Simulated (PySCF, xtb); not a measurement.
Li(OH) (HLiO), SMILES [Li][OH].

Harmonic wavenumbers (cm⁻¹) from GFN2-xTB (xtb) at its own minimum, in rising order: 422, 422, 919, 3802.

**Question.** What does PBE-D3(BJ)/def2-TZVPD (PySCF 2.14.0) give at its own minimum? (Estimate from the structure and the level; the computed values follow.)

**Answer.** 276, 276, 935, 3889. Paired by order, the mean absolute difference is 99 cm⁻¹ and the zero-point energies are 8.0 and 7.7 kcal/mol.
